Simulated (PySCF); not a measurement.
A GIAO shielding run with PySCF (density fitting, non-relativistic, gas phase) on SMILES O[SiH]1N[SiH2]N[SiH2]N1, H9N3OSi3:

```
{"job": {"kind": "nmr", "xc": "PBE0", "basis": "pcSseg-1"}, "charge": 0, "multiplicity": 1}
O     -2.629482    -1.221447    -0.816594
Si    -1.366836    -0.765548     0.106056
N      0.114630    -1.416319    -0.496970
Si     1.711358    -0.824188    -0.227517
N      1.546326     0.683678     0.595516
Si     0.259068     1.829989     0.509401
N     -1.156097     0.947920     0.070750
H     -2.640573    -1.006207    -1.745430
H     -1.769663    -1.294937     1.405110
H      0.059084    -2.346911    -0.874220
H      2.486758    -1.708848     0.654251
H      2.363929    -0.681404    -1.540246
H      2.391207     1.029526     1.016181
H      0.471841     2.851208    -0.530291
H      0.152934     2.443079     1.842152
H     -2.002082     1.489354     0.020441
```

Hardware: 1 thread of an x86-64 server CPU, shared host. The job also computes population analyses, field gradients.

Problem. How large is the calculation?

Solution. 80 electrons, 185 basis functions and 1022 auxiliary functions.

Problem. How long does it take?

Solution. 23 s of wall time, with 13 SCF cycles and 4 response iterations. Times on a shared host scatter by some tens of per cent.
